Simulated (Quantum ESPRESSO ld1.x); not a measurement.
Species: Rh4+. Configuration: [Kr] 4d5. Method: scalar-relativistic Kohn-Sham, BLYP, spin-unpolarised, spherical densities, point nucleus; computed with ld1.x of Quantum ESPRESSO 7.5.

X-ray form factor f0, the Fourier transform of the density (f0(0) = 41):

sin(theta)/lambda (1/angstrom)  f0 (electrons)
0.05                                    40.583
0.1                                     39.393
0.15                                    37.596
0.2                                     35.412
0.25                                    33.062
0.3                                     30.730
0.4                                     26.564
0.5                                     23.308
0.6                                     20.849
0.8                                     17.284
1                                       14.401
1.25                                    11.280
1.5                                      8.887
2                                        6.263
